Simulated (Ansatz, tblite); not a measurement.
Spin states of Pb₂S⁺, each relaxed with PBE-D4/def2-TZVP in Ansatz. Electronic energies in the gas phase.

In the def2 sets Pb takes a core potential; there is no spin–orbit coupling. The xTB rows come from tblite. Correlated methods freeze 13 core orbitals; core or outer-core shells of Pb are correlated, in sets that lack core-valence functions. In CCSD on the charge 1 quartet the largest single amplitude is 0.18, so its Hartree–Fock determinant may place the open shell otherwise than the density functionals do. The structure comes from a short search, and lower isomers may exist.

Doublet geometry (C2v within 0.1 Å):

Cartesian coordinates in Å:
```
Pb -0.457 0.889 1.499
Pb -0.749 -0.596 -1.526
S 1.206 -0.293 0.027
```

Quartet geometry (C2v within 0.1 Å):

```xyz
3

Pb   -1.1683    0.7554    1.0532
Pb   -0.1727   -0.3906   -1.6919
S     1.3410   -0.3648    0.6387
```

⟨S²⟩: doublet 0.75 at PBE0-D4/def2-TZVP (pure 0.75), quartet 3.76 at PBE0-D4/def2-TZVP (pure 3.75).

Only these spin states were relaxed.

```tsv
level	quartet − doublet (kJ/mol)	lowest of these
GFN1-xTB	287.0	doublet
GFN2-xTB	245.3	doublet
HF/def2-TZVP	137.0	doublet
LDA (SPW92)/def2-TZVP	241.4	doublet
PBE-D4/def2-TZVP	215.6	doublet
BLYP-D4/def2-TZVP	210.7	doublet
r2SCAN-D4/def2-TZVP	203.7	doublet
PBE0-D4/def2-TZVP	208.6	doublet
CAM-B3LYP-D4/def2-TZVP	209.0	doublet
RPA@PBE/def2-TZVP	198.2	doublet
MP2/def2-TZVP	244.0	doublet
CCSD(T)/def2-TZVPP	218.4	doublet
```

Change of the quartet − doublet gap on mixing in exact exchange, in kJ/mol: PBE to PBE0 (25 % exact exchange) -7.0.

The xTB methods have no spin-polarisation term.
